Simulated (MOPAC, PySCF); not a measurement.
CH3F (SMILES CF) and C2H6 (SMILES CC) are pulled apart as rigid monomers along the line of their centres of mass, from the B3LYP-D3(BJ)/def2-TZVP minimum. Starting geometry (charge 0, multiplicity 1):
| atom | x (Å) | y (Å) | z (Å) |
|---|---|---|---|
| C | -0.5235 | 0.4905 | 0.5044 |
| F | -0.4228 | -0.8457 | 0.8749 |
| H | 0.2810 | 1.0489 | 0.9841 |
| H | -0.4358 | 0.5598 | -0.5804 |
| H | -1.4908 | 0.8732 | 0.8307 |
| C | -0.6303 | 0.3211 | 4.1226 |
| C | 0.7847 | -0.2499 | 4.1048 |
| H | -1.0051 | 0.4261 | 5.1427 |
| H | -1.3196 | -0.3256 | 3.5775 |
| H | -0.6663 | 1.3093 | 3.6584 |
| H | 1.4863 | 0.4062 | 4.6242 |
| H | 1.1417 | -0.3859 | 3.0828 |
| H | 0.8217 | -1.2256 | 4.5932 |

Interaction energies with rigid monomers; basis-set methods are counterpoise corrected unless marked otherwise.

Rows in 6-31G*, STO-3G carry no dispersion term and start afresh at each structure (6-31G* with six Cartesian d functions). MP2/6-31G* freezes PySCF's default core. The state that AM1 reach isn't checked.

Run with MOPAC for AM1 (differences of heats of formation); PySCF for 6-31G* rows, STO-3G rows. Values without a source in brackets are computed.

| F2···H12 (Å) | AM1 (meV) | HF/STO-3G (no counterpoise) (meV) | BP86/6-31G* (no counterpoise) (meV) | B3LYP/6-31G* (no counterpoise) (meV) | MP2/6-31G* (meV) |
|---|---|---|---|---|---|
| 2.50 | 20.0 | 53.7 | -5.4 | -41.6 | ? |
| 2.74 | 11.3 | 15.9 | ? | -50.9 | -0.9 |
| 3.12 | 9.8 | 1.6 | -7.2 | -28.3 | -13.9 |
| 3.76 | 2.9 | -0.5 | 2.8 | -3.4 | -8.8 |
| 4.81 | 0.1 | -0.2 | 0.0 | -0.3 | -2.8 |

Question: What belongs in the gaps?

Answer: 
- 2.74, BP86/6-31G* (no counterpoise) (meV): -18.8
- 2.50, MP2/6-31G* (meV): 42.1
